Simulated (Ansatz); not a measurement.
A trace of molecular dynamics of ClFGe2H6 (10 atoms, charge 0, multiplicity 1).

Method: RKS PBE0-D4/def2-mTZVP in Ansatz.

```json
{"ensemble": "NVE (velocity Verlet)", "starting velocities drawn for": "100 K", "seed": "9201"}
```

| time (fs) | T (K) | potential energy less start (eV) | conserved less start (meV/atom) |
| --- | --- | --- | --- |
| 0 | 100 | 0.000 | 0.00 |
| 4 | 80 | 0.021 | 0.01 |
| 8 | 65 | 0.036 | 0.00 |
| 12 | 50 | 0.052 | 0.01 |
| 16 | 63 | 0.038 | 0.01 |
| 20 | 156 | -0.057 | 0.03 |
| 24 | 456 | -0.368 | 0.01 |
| 28 | 973 | -0.903 | -0.03 |
| 32 | 1424 | -1.370 | -0.05 |
| 36 | 1739 | -1.695 | -0.02 |
| 40 | 1854 | -1.814 | -0.04 |
| 44 | 1606 | -1.558 | -0.01 |
| 48 | 1252 | -1.190 | 0.09 |
| 52 | 1442 | -1.388 | 0.04 |
| 56 | 1866 | -1.827 | -0.01 |
| 60 | 1943 | -1.905 | 0.00 |
| 64 | 1752 | -1.708 | 0.01 |
| 68 | 1524 | -1.472 | 0.01 |
| 72 | 1378 | -1.322 | -0.03 |
| 76 | 1335 | -1.277 | -0.02 |
| 80 | 1406 | -1.351 | -0.06 |
| 84 | 1570 | -1.520 | -0.06 |
| 88 | 1774 | -1.732 | -0.09 |
| 92 | 1890 | -1.852 | -0.12 |
| 96 | 1729 | -1.685 | -0.10 |
| 100 | 1370 | -1.314 | -0.05 |

Task: Is this trajectory sound?

Result: The conserved energy stayed within 0.14 meV per atom of its start (net change -0.052 meV per atom), so the integration is sound. The kinetic energy rose, since the run started high on the potential surface and went downhill. It ends in pieces (ClFGe2H4 + H2), so much of that is their flight and rotation, not heat. A run of 0.1 ps of so small a system gives no equilibrium averages. The orbitals stay closed-shell, which can raise the energy where a bond breaks towards radicals; this wasn't checked here. The time step was 0.5 fs.

Run time: 9.6 min on 4 threads of Arm Neoverse V1, on a shared host, peak memory 0.38 GiB.
